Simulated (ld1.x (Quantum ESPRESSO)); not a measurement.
## Which change was made? (Mg, TM)

magnesium, norm-conserving Troullier–Martins (Kleinman–Bylander form), made with ld1.x (Quantum ESPRESSO) 7.5 (PBE, scalar-relativistic). Core [Ne], reference 3s0.5 3p0 (charge +1.5). Waves: 3p (bound, empty): rc 2.60 bohr; 3s (bound): rc 2.05 bohr. Local part: the s channel. Core correction: Bessel-smoothed model core, default radius (core density twice the valence density).

Cutoffs, loose and tight: the cutoffs (Ry, on a coarse ladder) from which the occupation-weighted sum of valence levels, in a spherical-Bessel basis at the reference potential, stays within 10 and 1 mRy of its value at 400 Ry. They do not see the model core or the augmentation charge, which bear on the density cutoff. Test errors are all-electron minus pseudo excitation energies from the reference, over the configurations 3s2 3p0; 3s1 3p0; 3s1.5 3p0; 3s0 3p1; 3s1 3p1; 3s0 3p2; variants that change the core or the reference have their own tests.

The base gives: outcome: generated; cutoff, loose: 6 Ry; cutoff, tight: 10 Ry; bound ghosts: none; largest test error (meV): +15.

(1) After one change the result is: outcome: generated; cutoff, loose: 6 Ry; cutoff, tight: 18 Ry; bound ghosts: none; largest test error (meV): +46. Which change was it?
A. core correction none
B. core [He] 2s2, valence charge 8; reference 2p6 3s2 3p0; waves now 2p (bound): rc 1.00 bohr; 3s (bound): rc 2.35 bohr; core correction Bessel-smoothed model core inside 1.00 bohr
C. reference 3s1.5 3p0.5

## Answers

(1) C. The others give: core correction none → outcome: generated; cutoff, loose: 6 Ry; cutoff, tight: 10 Ry; bound ghosts: none; largest test error (meV): +184 | core [He] 2s2, valence charge 8; reference 2p6 3s2 3p0; waves now 2p (bound): rc 1.00 bohr; 3s (bound): rc 2.35 bohr; core correction Bessel-smoothed model core inside 1.00 bohr → outcome: generated; cutoff, loose: 160 Ry; cutoff, tight: 300 Ry; bound ghosts: none; largest test error (meV): -1249.
